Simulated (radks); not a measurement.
The nuclear charge of neutral zirconium is varied continuously with 40 electrons held in [Kr] 4d2 5s2. Method: scalar-relativistic Kohn-Sham, PBE, spin-unpolarised, spherical densities, finite nucleus; Fermi nuclear charge, rms radius 4.2694 fm; computed with a radial shooting solver on a logarithmic mesh with Libxc functionals. By the Hellmann-Feynman theorem dE/dZ = E(electron-nucleus)/Z, the electronic potential at the nucleus (averaged over a nucleus of fixed radius). The scalar-relativistic energy here is not variational (the density holds large components alone), so the two differ by a part that grows with Z.

Z      E (hartree)  E(electron-nucleus)/Z (hartree)  HOMO  e(HOMO) (eV)  <r> HOMO (bohr)
39.75  -3544.45573                         -214.767    4d        -1.644            2.499
40     -3598.48923                         -216.613    4d        -3.599            2.298
40.25  -3652.98621                         -218.455    4d        -5.816            2.147
40.5   -3707.94594                         -220.295    5s        -7.788            3.404
40.75  -3763.36794                         -222.132    5s        -9.661            3.268
41     -3819.25194                         -223.969    5s       -11.654            3.147

The central difference of E at Z = 40 is -217.061 hartree, to compare with the third column; the second derivative is -7.42 hartree.
